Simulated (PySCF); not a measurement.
Electronic structure of Zr (zirconium, neutral) at the UHF level

Configuration: [Kr] 4d2 5s2, high-spin 3F determinant. All numbers are calculated (PySCF 2.14, scalar relativity by spin-free X2C-1e, in aug-cc-pwCVTZ-DK with one added diffuse shell each of s, p, d, f, g type (12s11p9d5f4g, 161 functions)).

| Quantity | Value |
| --- | --- |
| Total energy | -3596.092526 hartree |
| One-electron energy | -4965.2006 hartree |
| Hartree (Coulomb) energy | 1482.1486 hartree |
| Exchange energy | -113.0405 hartree |
| ⟨S²⟩ | 2.0169 |
| ⟨L²⟩ | 12.065 |
| Sum of ⟨r⟩ | 32.42 bohr |
| Sum of ⟨r²⟩ | 69.05 bohr² |
| Langevin diamagnetic susceptibility | -54.7 ×10⁻⁶ cm³/mol |

```csv
shell,electrons,mean orbital energy (eV),spread (eV),"rms radius, mean of both spins (bohr)"
1s β,1,-18096.2,0,0.0426
1s α,1,-18096.1,0,0.0426
2s α,1,-2579.6,0,0.176
2s β,1,-2579.3,0,0.176
2p α,3,-2294.9,0,0.157
2p β,3,-2294.7,0,0.157
3s α,1,-454.08,0,0.488
3s β,1,-453.94,0,0.488
3p α,3,-358.47,0,0.496
3p β,3,-358.31,0,0.496
3d α,5,-201.32,0.671,0.495
3d β,5,-200.89,0.154,0.495
4s α,1,-69.138,0,1.30
4s β,1,-67.188,0,1.30
4p α,3,-42.089,0,1.47
4p β,3,-39.301,0,1.47
4d α,2,-8.858,0,2.35
5s α,1,-6.294,0,4.30
5s β,1,-5.358,0,4.30
```

Densities and radii are taken from the X2C orbitals without a picture-change correction, which distorts them close to the nucleus.

Spin-orbit constants ζ (cm⁻¹) from the X2C one-electron operator on these orbitals: bare nucleus, nucleus screened by l(l+1)(2l+1)/3 electrons, and screened by the Breit-Pauli mean field of the electrons.

```tsv
shell	bare	screened nucleus	mean field
2p	470100	446600	n/a
3p	75590	71820	n/a
3d	10390	7791	n/a
4p	8834	8392	n/a
4d	546.2	409.6	n/a
```

To first order the Landé constant is A = 204.8 cm⁻¹, so the lowest level has J = 2 and lies 0.102 eV below the centre of the term. This holds in LS coupling only.
